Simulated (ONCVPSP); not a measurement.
## Mo (Z = 42): one change to an ONCV potential, before and after

- Element: molybdenum
- Generator: ONCVPSP 4.0.1
- Type: optimised norm-conserving Vanderbilt (ONCV)
- Functional: LDA (Perdew-Zunger)
- Relativity: scalar-relativistic
- Frozen core: [Ar] 3d10
- Valence charge: 14
- Reference configuration: 4s2 4p6 4d4 5s2
- Partial waves: 4s+5s: rc 1.65 bohr, ncon 3, nbas 7, qcut 8.3 1/bohr, 3 projectors, debl 1.1 Ha; 4p: rc 1.75 bohr, ncon 3, nbas 6, qcut 6.8 1/bohr, 1 projector; 4d: rc 2.65 bohr, ncon 3, nbas 7, qcut 7.2 1/bohr, 2 projectors, debl 0.3 Ha
- Local potential: polynomial inside 1.60 bohr (lpopt 5, dvloc0 0 Ha)
- Core correction: Teter function fitted to the true core (icmod 2), fcfact 0.3

All-electron outer shells of the reference configuration (LDA (Perdew-Zunger), scalar-relativistic, ld1.x):

```tsv
shell	level (eV)	outermost node (bohr)	outermost maximum (bohr)
3d	-224.24	–	0.32
4s	-67.11	0.51	0.99
4p	-41.15	0.52	1.06
4d	-5.80	0.53	1.37
5s	-5.08	1.33	2.82
```

Change: d: rc 3.28.

Cutoffs: the cutoffs (Ha) at which the residual kinetic energy of the hardest occupied pseudo-wave falls to 1 and 0.1 mHa per electron; they do not see the model core or the augmentation charge, which bear on the density cutoff. Errors are all-electron minus pseudo energies relative to the spin-unpolarised reference configuration.

Task: Predict the effect on cutoff, ghosts and configuration errors.

Result: The potential gets neither clearly harder nor softer (22 Ha and 26 Ha → 22 Ha and 26 Ha); the s channel sets the loose cutoff, while the largest relative change is in d, which becomes softer; of the 4 tests that both files solve, the error grows in 4 and shrinks in 0 by more than 15 % and 0.3 meV (median size 11.8 → 48.6 meV); neither file shows a bound ghost. More of the atom is replaced by a form fitted at one configuration, so other configurations suffer.

| quantity | base | changed |
| --- | --- | --- |
| cutoff, loose | 22 Ha | 22 Ha |
| cutoff, tight | 26 Ha | 26 Ha |
| loose cutoff by channel | s 22 Ha, p 12 Ha, d 14 Ha | s 22 Ha, p 12 Ha, d 11 Ha |
| bound ghosts | none | none |
| GHOST(+) flags under 300 eV | none | none |
| error for 4s2 4p6 4d5 5s1, meV [ΔE -0.14 eV] | +8.3 | +36 |
| error for 4s2 4p6 4d5 5s0, meV [ΔE 7.05 eV] | +15 | +61 |
| error for 4s2 4p6 4d4 5s0, meV [ΔE 22.75 eV] | -3.6 | -6.5 |
| error for 4s2 4p6 4d5.5 5s0.5, meV [ΔE 0.17 eV] | +16 | +71 |
| s: phases at 1.68 bohr within 0.05 rad from the reference energy up to (Ha; the scan ends near 5) | to the end of the scan | to the end of the scan |
| p: phases at 1.77 bohr within 0.05 rad from the reference energy up to (Ha; the scan ends near 5) | 1.2 | 1.2 |
| rms error of d²Exc/dni dnj with the model core, mHa | 0.32 | 0.73 |
